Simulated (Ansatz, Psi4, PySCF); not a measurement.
System: C₂H₂O, net charge 0, singlet state. SMILES: C#CO
Geometry: optimised at B3LYP-D3(BJ)/def2-TZVP (Ansatz, a quantum-chemistry and plane-wave program).

Property: vertical triplet-singlet gap, E(triplet) - E(singlet), in eV. Terms: dispersion terms only where a functional's name holds one; frozen cores in correlated levels; 6-311+G** with 5d; non-relativistic; six Cartesian d functions in 6-31G* and its kin unless marked 5d; each state is the SCF solution reached for its charge and spin; open shells spin-unrestricted; spin-orbit terms left out. First-principles rows: single points at B3LYP-D3(BJ) geometries (Ansatz). Levels can end on unlike triplets.

| level | program | vertical triplet-singlet gap, E(triplet) - E(singlet) (eV) |
|---|---|---|
| HF/6-31G* | Ansatz | 5.45 |
| HF/6-311+G** | Ansatz | 5.34 |
| PBE/6-31G* | Ansatz | 5.91 |
| PBE/6-311+G** | Ansatz | 5.43 |
| B3LYP/STO-3G | Ansatz | 6.76 |
| B3LYP/6-31G* | Ansatz | 6.03 |
| B3LYP/6-311+G** | Ansatz | 5.62 |
| M06-2X/6-31G* (5d) | PySCF | 6.40 |
| wB97X-D/6-31G* | Psi4 | 6.36 |
| MP2/6-311+G** | Ansatz | 6.68 |
| PBE/def2-TZVPD | Ansatz | 5.40 |

No value to compare with is used here. The 10 habitual levels span 5.34 (HF/6-311+G**) to 6.76 eV (B3LYP/STO-3G); PBE/def2-TZVPD gives 5.40.

The levels are drawn from those run, B3LYP/6-31G* more often than the rest, none by its result; left out are runs that failed, that the program found above a lower state of the same kind, or whose <S^2> lies over 0.5 above the pure value.
